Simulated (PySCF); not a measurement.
F2Hg, SMILES [F][Hg][F].

Coordinates come from a PBE-D3(BJ)/def2-TZVP optimisation. The def2 effective core potentials stand for the cores of Hg; spin–orbit coupling is left out.

Method: PySCF with PBE-D3(BJ)/def2-TZVP.

Frequencies are harmonic and unscaled.

Modes within 1.5 cm⁻¹ of each other (mostly degenerate sets) share a row, with their intensities summed.

```
mode  ν (cm⁻¹)  IR (km/mol)  moving atoms (share of kinetic energy)
----  --------  -----------  --------------------------------------
1–2        168         23.4                         F 84 %, Hg 16 %
3          547          0.0                                 F 100 %
4          623         98.2                         F 84 %, Hg 16 %
```
